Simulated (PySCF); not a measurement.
C2H4ClNSi.

```xyz
9

Cl     1.9572    -0.2195    -0.2133
Si     0.0663     0.1456     0.5470
C     -1.1922     1.1430    -0.4230
N     -2.0585     0.1946    -0.4824
C     -1.3833    -0.9941     0.0890
H      0.2476     0.5101     1.9827
H     -1.4103     2.1465    -0.8127
H     -1.9842    -1.4773     0.8756
H     -1.1909    -1.7412    -0.6969
```

The structure is a stationary point at PBE0-D3(BJ)/def2-SVP. The structure was generated by enumeration; whether it is a known compound was not checked.

All values below come from PBE/pcSseg-1 (PySCF). Non-relativistic, no solvent.

**Question.** Give the absolute GIAO shielding of each atom: isotropic value and principal components (ppm). (An estimate is asked for; the answer gives what the named calculation found.)

**Answer.** 
```csv
atom,σ(iso),σ11,σ22,σ33,span
Cl1,848.6,689.2,923.9,932.6,243.4
Si2,329.2,289.4,307.2,391.0,101.6
C3,-14.1,-115.1,-22.5,95.3,210.4
N4,-241.8,-735.7,-165.1,175.3,911.0
C5,118.3,89.0,104.6,161.2,72.2
H6,24.8,22.1,23.3,28.9,6.8
H7,22.7,19.6,23.8,24.8,5.2
H8,27.2,25.9,26.3,29.3,3.4
H9,27.1,25.5,27.1,28.6,3.1
```
